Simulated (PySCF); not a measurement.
XPS shifts beside NMR shieldings

AlEt2(SMe), C5H13AlS.
Geometry (PBE0-D3(BJ)/def2-SVP, Å), atoms numbered from 1 in this order:
```xyz
20
C5H13AlS angstrom
Al     0.3984    0.1168    0.1309
C      2.2252    0.1982   -0.5813
C      3.0082   -1.1142   -0.5903
H      2.7720    0.9723   -0.0094
H      2.1552    0.6155   -1.6043
H      4.0162   -0.9984   -1.0225
H      3.1353   -1.5195    0.4261
H      2.4930   -1.8934   -1.1740
C     -0.8628    1.6260    0.2317
C     -2.0127    1.5604   -0.7796
H     -0.2891    2.5593    0.0884
H     -1.2700    1.6933    1.2574
H     -2.6902    2.4269   -0.6984
H     -1.6464    1.5403   -1.8193
H     -2.6297    0.6569   -0.6458
S     -0.2225   -1.8806    0.7777
C     -1.9163   -1.6592    1.4241
H     -1.9612   -2.0726    2.4409
H     -2.6227   -2.2100    0.7879
H     -2.2177   -0.6038    1.4588
```

Binding energies: delta-SCF UKS SCAN, pcX-2 on the ionised atom, pcseg-1 elsewhere, spin-free X2C (PySCF). Shieldings: GIAO B3LYP/pcSseg-1 (pcSseg-2 on Al), non-relativistic, same geometry.

```
atom  isotropic shielding (ppm)
  C2                      173.3
  C3                      168.8
 C17                      166.2
```

Question: What are the C 1s binding energies of these atoms?

Answer: 
```json
{"atom": "C2", "environment": "carbon bonded to Al, C and 2 H", "C 1s (eV)": "289.50", "isotropic shielding (ppm)": "173.3"}
{"atom": "C3", "environment": "carbon bonded to C and 3 H", "C 1s (eV)": "290.31", "isotropic shielding (ppm)": "168.8"}
{"atom": "C17", "environment": "carbon bonded to S and 3 H", "C 1s (eV)": "291.11", "isotropic shielding (ppm)": "166.2"}
```

Question: Among the listed atoms, is the one with the highest binding energy also the least shielded?

Answer: Yes: C17 has both (291.11 eV, 166.2 ppm).

By binding energy: C2 < C3 < C17. By shielding: C17 < C3 < C2.

Of atoms equivalent by bonding only the ionised one is listed; its partners' own values can differ in this conformer. One conformer (not necessarily the lowest) at the PBE0-D3(BJ)/def2-SVP geometry, without solvent, vibrations or thermal averaging.
